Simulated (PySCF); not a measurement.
C2H8FO2Si2 (doublet state).
Geometry (GFN2-xTB, Å), atoms numbered from 1 in this order:
```xyz
15
C2H8FO2Si2 angstrom
O     -2.942    0.465   -1.232
Si    -1.892   -0.626   -0.670
O     -0.690    0.254   -0.012
C      0.488   -0.217    0.574
Si     1.915    0.242   -0.700
C      0.727    0.409    1.862
F      1.713   -0.129    2.622
H     -3.067    1.295   -0.779
H     -2.487   -1.492    0.347
H     -1.456   -1.359   -1.853
H      0.475   -1.307    0.683
H      1.800    1.680   -0.919
H      3.175   -0.145   -0.073
H      1.658   -0.520   -1.920
H      0.578    1.458    2.047
```

The hyperfine couplings belong to this conformer and change with its torsions.

As a line formula: `O[SiH2]O[C@@H]([SiH3])[CH]F` [radical].

Method: PySCF 2.14.0, UKS B3LYP, pcH-1 on C F H O Si, non-relativistic, mean-field spin-orbit, GIAO. The structure is a single GFN2-xTB conformer in the gas phase; no vibrational or solvent corrections. A GFN2-xTB geometry isn't a minimum of the functional, and hyperfine couplings can be far from their values at a DFT geometry. No stability test was run, so a lower SCF solution isn't excluded.

(1) What is the g tensor, term by term?

(2) What effective moment and Curie constant follow for a powder?

(3) What are the electron Larmor frequencies g μB B/h along the three axes at 330 mT?

(4) At 9.448 GHz, how far is the centre of the isotropic spectrum from where a free electron (g = 2.002319) resonates?

(5) In a frozen sample, at which fields do the three g values resonate at 9.5, 34, 94 and 263 GHz (hyperfine left aside), and which band first spreads them over more than twice a line width of 0.3 mT?

Results:

(1) 
| Δg (ppm) | 1 | 2 | 3 |
| --- | --- | --- | --- |
| relativistic mass correction | -198 | -198 | -198 |
| gauge correction | 1 | 19 | 30 |
| orbital Zeeman/spin–orbit | -137 | 1953 | 2499 |
| total | -334 | 1773 | 2331 |

So g = 2.00199, 2.00409, 2.00465 and g_iso = 2.00358; the tensor is rhombic: the two nearest values differ by 21 % of g3 − g1. Axes: g2 points within 13° of the C6–F7 bond.

(2) With the mean of g² = 4.0143 and S(S+1) = 0.75: μ_eff = √(⟨g²⟩S(S+1)) = 1.735 μB and χT = 0.12505·⟨g²⟩·S(S+1) = 0.376 cm³ K/mol (cgs; spin-Hamiltonian part alone).

(3) 9.2467, 9.2564, 9.2590 GHz for g1, g2 and g3, a range of 12.3 MHz.

(4) B = hν/(g μB) with μB/h = 13.99624 MHz/mT gives 337.13 mT for the free electron and 336.92 mT at g_iso, 0.21 mT lower.

(5) 
```csv
band,GHz,B(g3) mT,B(g2) mT,B(g1) mT,spread mT
X,9.5,338.59,338.68,339.04,0.45
Q,34.0,1211.79,1212.13,1213.41,1.61
W,94.0,3350.25,3351.19,3354.71,4.46
J,263.0,9373.58,9376.19,9386.06,12.48
```

The spread grows in proportion to the frequency. Q band is the first where it exceeds 0.6 mT.

The largest Mulliken spin populations are on C6 (+0.89), Si5 (+0.09), C4 (-0.06) and F7 (+0.06). No atom but C6 exceeds +0.15. The angles at C6 add up to 352.9°, so it is slightly pyramidal.

The HOMO–LUMO gaps are 5.52 eV among the α and 5.91 eV among the β orbitals.

Hardware: one thread of an Arm Neoverse N1, shared host with 64 logical CPUs at a one-minute load of 50. Cost: 2.3 min wall (with the writing of density and orbital grids), 1.0 GiB resident at most.
